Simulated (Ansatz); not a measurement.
`[SiH3]C[AsH2]` + H₂O → `OC[AsH2]` + SiH₄  (formal hydrolysis of a C–Si bond)

Calculated with Ansatz (gas phase, PBE0-D4/def2-TZVP geometries, no zero-point term in ΔE). CCSD(T)/CBS is the MP2 limit (def2-TZVPP, def2-QZVPP) plus CCSD(T) − MP2 in def2-TZVPP, frozen cores. This one scheme is used for every species. Functionals use def2-TZVPP. For As outer-core shells are correlated without core-valence functions, which leaves a few kJ/mol of doubt a bond. Scalar relativity is left out up to krypton. Each species was taken in one conformer, which may not be the lowest.

| level | ΔE (kcal/mol) |
| --- | --- |
| BLYP-D4 | 21.6 |
| r2SCANh | 23.8 |
| SCS-MP2/def2-QZVPP | 25.8 |
| MP2/CBS(def2) | 28.7 |

Question: What does CCSD(T)/CBS give? (Best estimate.)

Answer: Ansatz gave: +26.2 kcal/mol. The listed levels differ from it by -4.6, -2.4, -0.4, 2.5 kcal/mol.

Largest T1 diagnostic among the species: 0.011.

From r2SCAN to r2SCAN0 (25 % exact exchange), in def2-TZVPP and without D4, ΔE moves by +1.0 kcal/mol. The D4 term adds +1.9 kcal/mol with B3LYP and +1.1 kcal/mol with PBE0; it sums over pairs of atoms, weighted by their polarisabilities, and B3LYP, whose exchange is more repulsive, gets the larger term.

B3LYP here is the variant with VWN-RPA as its local correlation; programs differ in this.
